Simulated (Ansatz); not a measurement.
Job for Ansatz (a quantum-chemistry and plane-wave program): R-B3LYP/def2-TZVPP on H2O (SMILES O).

Ansatz 0.2 input:
```yaml
crystal:
  periodic: [false, false, false]
  atoms:
    - {symbol: O, position_ang: [-0.00000000, 0.00000000, 0.38961139]}
    - {symbol: H, position_ang: [0.00000000, 0.76498632, -0.19485569]}
    - {symbol: H, position_ang: [0.00000000, -0.76498632, -0.19485569]}
basis:
  gaussian:
    orbitals: def2-TZVPP
hamiltonian:
  xc: {name: B3LYP}
scf: {lower_state_search: off}
```

Output:

```
WARN ansatz: RAYON_NUM_THREADS=4 ignored (pool sized by the plan → 4); use --threads N
Functional definition: B3LYP
these checks for a lower state are left out or cut short: stability, starts, cluster_reference, orbital_swaps, neighbouring_geometries, increment
integrals: 0.00 GiB planned
269 factors; their error is unknown
mean field: 0.10 GiB planned
mean field evaluation 1: about -2076.1976 eV, gradient 5.4e1 eV
mean field evaluation 2: about -2068.1386 eV, gradient 8.6e1 eV
mean field evaluation 4: about -2080.7587 eV, gradient 2.7e-1 eV
mean field evaluation 8: about -2080.7637 eV, gradient 1.1e-3 eV
mean field -2080.76373119 eV, -76.4666567288 hartree, gradient 6.2e-7 eV, S^2 0.000000; 0 other end points of the search recorded, 0 dependent functions left out
reference -2080.76386994 eV, -76.4666618280 hartree; 5, 5 occupied and 54, 54 virtual orbitals, 269 factors
Total energy: -2080.76386994 eV, -76.4666618280 hartree
Checks for a lower state left out: stability, starts, cluster_reference, orbital_swaps, neighbouring_geometries, increment
```

The calculation finished and met its thresholds.

Cost: roughly 0.20 core-seconds.
